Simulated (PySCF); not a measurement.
H5OSi2, SMILES [SiH2]O[SiH3] (connectivity only; charge and spin as stated), charge +1, multiplicity 1.

The structure is a stationary point at PBE-D3(BJ)/def2-TZVP. The spin state was assumed, not searched. The isomer is the one that the SMILES or the coordinates give; other isomers of the formula were not compared.

These are TDDFT-PBE/def2-SVPD run with PySCF values and carry that method's errors.

Vertical excitations. The molecule is in vacuum.

```
state  energy (eV)  λ (nm)      f          main pairs
-----  -----------  ------  -----  ------------------
S1            3.56     348  0.001     HOMO→LUMO 100 %
S2            3.94     314  0.069    HOMO−1→LUMO 99 %
S3            5.31     233  0.000   HOMO−2→LUMO 100 %
S4            6.05     205  0.005    HOMO→LUMO+1 99 %
S5            6.20     200  0.003  HOMO−1→LUMO+1 99 %
S6            6.93     179  0.001    HOMO−4→LUMO 98 %
S7            6.93     179  0.007    HOMO→LUMO+2 99 %
S8            7.09     175  0.002  HOMO−1→LUMO+2 99 %
S9            7.11     174  0.000    HOMO−5→LUMO 99 %
S10           7.30     170  0.084    HOMO−3→LUMO 94 %
T1            3.47     357      0     HOMO→LUMO 100 %
T2            3.54     350      0    HOMO−1→LUMO 99 %
T3            4.93     251      0    HOMO−2→LUMO 99 %
T4            5.82     213      0    HOMO→LUMO+1 98 %
```
Triplets are in the Tamm–Dancoff approximation, which puts them higher than full response would, so one can lie above its singlet here.
